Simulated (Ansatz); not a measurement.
Species: sum formula H$_{2}$GeOCl (charge -1, singlet). It need not be the lowest isomer of its formula. Whether it binds its extra electron was not tested at this geometry. 
Coordinates optimised at B3LYP-D3(BJ)/def2-TZVP (Ansatz, a first-principles code):
SMILES: [Cl][GeH2][O-]
```xyz
5

Ge     0.0669    -0.5913    -0.0014
O      1.7032    -0.6297    -0.3688
Cl    -0.8484     1.5445     0.1553
H     -0.9474    -1.1770    -1.0482
H     -0.3956    -1.1204     1.4035
```
Charge -1, spin multiplicity 1.

Parts of the frozen-core correlation energy in STO-3G (Ansatz, hartree). Frozen orbitals: 20; correlated occupied orbitals by spin: 10 and 10; virtual: 4 and 4. Spin-orbit coupling is left out. No relativistic terms.

```tsv
term	value
reference (HF)	-2581.22059
MP2 opposite-spin	[?]
MP2 same-spin	[?]
CCSD correlation	-0.11014
(T)	[?]
FCI minus CCSD(T)	-0.00053
T1 diagnostic	0.029
largest doubles amplitude	0.107
```

Q: Complete the blanks.

A: 
- MP2 opposite-spin, value: -0.07358
- MP2 same-spin, value: -0.01703
- (T), value: -0.00899
